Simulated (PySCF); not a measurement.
Species: C₅H₉B.
Atom-mapped SMILES: `[CH:1]#[C:2][CH2:3][B:4]([CH3:5])[CH3:6]` (hydrogens: H7 on C1; H8, H9 on C3; H10, H11, H12 on C5; H13, H14, H15 on C6)

Structure used (GFN2-xTB), in Å, numbered top down from 1:
```xyz
15
C5H9B angstrom
C      2.9794    0.6755   -0.2271
C      2.0208   -0.0401   -0.1826
C      0.8509   -0.8902   -0.1270
B     -0.5509   -0.1516   -0.2441
C     -0.6132    1.3967   -0.5105
C     -1.8707   -0.9966   -0.0718
H      3.8232    1.2972   -0.2655
H      0.8880   -1.4676    0.8036
H      0.9276   -1.6295   -0.9329
H     -1.6194    1.8062   -0.5564
H     -0.1115    1.6378   -1.4474
H     -0.0612    1.9412    0.2550
H     -2.3165   -0.7619    0.8959
H     -2.6240   -0.7346   -0.8130
H     -1.7267   -2.0746   -0.1038
```

The closed-shell SCF was solved with PySCF and density fitting under several settings on one GFN2-xTB geometry (grid level 2 and gas phase unless stated).

```tsv
settings	basis functions	SCF cycles	E (Eh)	HOMO (eV)	LUMO (eV)	dipole (D)
PBE0/pcSseg-1	147	13	-220.4332	-7.35	-0.53	0.99
PBE0/def2-SVPD	192	13	-220.3099	-7.37	-0.53	1.00
PBE0/6-31G	72	13	-220.4100	-7.07	-0.13	0.94
```

Task: Estimate the rows for these settings: (1) mPW1PW91/aug-pcSseg-1, start guess vsap; (2) KT3/IGLO-II, grid level 1.

Result: 
| settings | basis functions | SCF cycles | E (Eh) | HOMO (eV) | LUMO (eV) | dipole (D) |
| --- | --- | --- | --- | --- | --- | --- |
| mPW1PW91/aug-pcSseg-1, start guess vsap | 237 | 14 | -220.6693 | -7.38 | -0.55 | 1.03 |
| KT3/IGLO-II, grid level 1 | 186 | 10 | -224.5318 | -6.10 | -1.47 | 1.01 |

Task: Over all rows, what range does the HOMO–LUMO gap span?

Result: From 4.63 eV (KT3/IGLO-II, grid level 1) to 6.94 eV (PBE0/6-31G). The functional of the narrowest has no exact exchange, that of the widest 25 % exact exchange.

Task: Compare two rows with the functional PBE0: PBE0/pcSseg-1 and PBE0/def2-SVPD. Which energy is lower, and by how much?

Result: PBE0/pcSseg-1 (147 functions) lies 0.1233 Eh or 77 kcal/mol below PBE0/def2-SVPD (192 functions). The smaller set gives the lower energy; the two sets aren't nested, so the variational bound doesn't order them by size.

Cycle counts include a coarse-grid stage where the run had one. KT3 was designed for NMR shieldings or shifts; total energies of different functionals aren't comparable.

One conformer stands for the species.
